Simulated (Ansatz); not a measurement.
`FC(F)C(F)(F)C(F)F` + `CC(O)F` → `CC(F)OC(F)F` + `FC(F)C(F)F`  (substitution at a C–C bond)

Gas-phase electronic energies from Ansatz, PBE0-D4/def2-TZVP geometries. CBS: MP2 limit from def2 TZ/QZ plus the TZ coupled-cluster correction, frozen cores. DFT in def2-TZVPP. B3LYP here is the variant with VWN-RPA as its local correlation; programs differ in this. Each species was taken in one conformer, which may not be the lowest.

```csv
level,ΔE (kcal/mol),difference from CCSD(T)/CBS
PBE-D4,-2.3,-0.7
r2SCAN-D4,-2.3,-0.7
PBE0-D4,-2.5,-0.9
B3LYP-D4,-2.9,-1.3
ωB97X-V,-2.4,-0.8
ωB97M-V,-1.9,-0.3
B2PLYP,-3.0,-1.4
PBE,-2.6,-1.0
r2SCAN,-2.3,-0.7
PBE0,-2.7,-1.1
B3LYP,-3.4,-1.8
HF/def2-TZVPP,-5.2,-3.6
MP2/def2-TZVPP,-2.2,-0.6
SCS-MP2/def2-TZVPP,-2.6,-1.0
CCSD/def2-TZVPP,-2.5,-0.9
CCSD(T)/def2-TZVPP,-2.3,-0.7
HF/def2-QZVPP,-5.3,-3.7
MP2/def2-QZVPP,-1.8,-0.2
SCS-MP2/def2-QZVPP,-2.2,-0.6
HF/CBS(def2),-5.3,-3.7
MP2/CBS(def2),-1.5,0.1
CCSD/CBS(def2),-1.7,-0.1
CCSD(T)/CBS,-1.6,0
```

Largest T1 diagnostic among the species: 0.012.

In def2-TZVPP, CCSD(T) changes the Hartree–Fock value by +2.9 kcal/mol (the triples alone add +0.1 kcal/mol) and MP2 by +3.0 kcal/mol.
